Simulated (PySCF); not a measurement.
Ligands exchanged one at a time, Al CH3-NH2. All species are isolated molecules in the gas phase. Strings in code marks are SMILES.

The HOMO–LUMO gap from two functionals at the same geometries (B3LYP-D3(BJ)/def2-TZVP), both in PySCF: PBE-D3(BJ)/def2-TZVP and TPSSh-D3(BJ)/def2-TZVP. 

```
species                                               TPSSh-D3(BJ)/def2-TZVP (eV)
----------------------------------------------------  ---------------------------
0 of 3 CH3 replaced by NH2 (`[CH3][Al]([CH3])[CH3]`)                         6.20
1 of 3 CH3 replaced by NH2 (`[CH3][Al]([NH2])[CH3]`)                         6.50
2 of 3 CH3 replaced by NH2 (`[NH2][Al]([NH2])[CH3]`)                         6.03
3 of 3 CH3 replaced by NH2 (`[NH2][Al]([NH2])[NH2]`)                         5.94
```

Task: What does PBE-D3(BJ)/def2-TZVP give for each?

Result: 
- 0 of 3 CH3 replaced by NH2 (`[CH3][Al]([CH3])[CH3]`): 5.11
- 1 of 3 CH3 replaced by NH2 (`[CH3][Al]([NH2])[CH3]`): 5.40
- 2 of 3 CH3 replaced by NH2 (`[NH2][Al]([NH2])[CH3]`): 4.89
- 3 of 3 CH3 replaced by NH2 (`[NH2][Al]([NH2])[NH2]`): 4.78
Over these rows, drawn at random from the members with no instability flagged (it was tested for open shells, ions and some series alone), PBE minus TPSSh-D3(BJ): mean -1.12 eV, from -1.16 eV to -1.09 eV.
